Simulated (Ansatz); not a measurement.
C$_{4}$H$_{6}$Se (`C1=C[Se]CC1`) at its PBE0-D4/def2-TZVP geometry, where that method's forces vanish. Total charge 0; spin multiplicity 1.

```tsv
atom	x (Å)	y (Å)	z (Å)
C1	-0.8821	-0.4960	0.5616
C2	-0.1978	0.0150	1.5778
Se3	1.2812	1.0827	1.0666
C4	1.0286	0.3329	-0.7314
C5	-0.4309	-0.0993	-0.8131
H6	-1.7661	-1.1074	0.7071
H7	-0.4277	-0.1104	2.6273
H8	1.2978	1.0826	-1.4732
H9	1.7018	-0.5206	-0.8193
H10	-1.0568	0.7319	-1.1667
H11	-0.5480	-0.9113	-1.5367
```

For each bond, give half the difference of the two atoms' forces along it (eV/Å; positive pushes the atoms apart) under PBE-D4, r2SCAN-D4, B3LYP-D4, ωB97M-V in def2-TZVPP. (An estimate is asked.)

The calculation gave: 
```json
{"bond": "C1–C2", "length (Å)": "1.327", "PBE-D4": "0.44", "r2SCAN-D4": "0.21", "B3LYP-D4": "0.03", "ωB97M-V": "-0.13"}
{"bond": "C1–C5", "length (Å)": "1.500", "PBE-D4": "-0.09", "r2SCAN-D4": "0.02", "B3LYP-D4": "0.18", "ωB97M-V": "0.25"}
{"bond": "C1–H6", "length (Å)": "1.085", "PBE-D4": "-0.03", "r2SCAN-D4": "-0.10", "B3LYP-D4": "-0.16", "ωB97M-V": "-0.10"}
{"bond": "C2–Se3", "length (Å)": "1.894", "PBE-D4": "0.12", "r2SCAN-D4": "0.08", "B3LYP-D4": "0.33", "ωB97M-V": "0.15"}
{"bond": "C2–H7", "length (Å)": "1.082", "PBE-D4": "-0.04", "r2SCAN-D4": "-0.11", "B3LYP-D4": "-0.19", "ωB97M-V": "-0.08"}
{"bond": "Se3–C4", "length (Å)": "1.964", "PBE-D4": "0.28", "r2SCAN-D4": "0.21", "B3LYP-D4": "0.35", "ωB97M-V": "-0.03"}
{"bond": "C4–C5", "length (Å)": "1.524", "PBE-D4": "0.00", "r2SCAN-D4": "0.10", "B3LYP-D4": "0.18", "ωB97M-V": "0.18"}
{"bond": "C4–H8", "length (Å)": "1.088", "PBE-D4": "0.08", "r2SCAN-D4": "-0.08", "B3LYP-D4": "-0.17", "ωB97M-V": "-0.09"}
{"bond": "C4–H9", "length (Å)": "1.091", "PBE-D4": "0.10", "r2SCAN-D4": "-0.06", "B3LYP-D4": "-0.13", "ωB97M-V": "-0.10"}
{"bond": "C5–H10", "length (Å)": "1.099", "PBE-D4": "0.13", "r2SCAN-D4": "-0.03", "B3LYP-D4": "-0.09", "ωB97M-V": "-0.14"}
{"bond": "C5–H11", "length (Å)": "1.094", "PBE-D4": "0.10", "r2SCAN-D4": "-0.04", "B3LYP-D4": "-0.13", "ωB97M-V": "-0.14"}
```

B3LYP here is the variant with VWN-RPA as its local correlation; programs differ in this.

Computed with Ansatz.
